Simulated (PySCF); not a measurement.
**MoF₆: trigonal twist**

Method: PySCF, PBE0, basis Mo def2-SVP with ECP28, F def2-SVP (scalar-relativistic core potentials, no spin–orbit coupling, density fitting).

Rigid scan from the singlet minimum (Mo–F 1.817 Å (×6); F–Mo–F 90.0° (×12), F–Mo–F 180.0° (×3)). Coordinate: D3 path, twist of the two triangles (60 octahedral, 0 prismatic), bonds and polar angle fixed. Energies in kJ/mol from the minimum.

Q: Predict the curve at 0, 10, 20, 30, 40, 50, 60.

A: 
```tsv
twist angle (°)	E (kJ/mol)
0	116.5
10	105.5
20	78.7
30	47.6
40	21.4
50	5.2
60	0.0
```

With the bonds held, the prismatic shape lies 116.5 kJ/mol from the minimum.

Other isomers or separated fragments may lie lower.
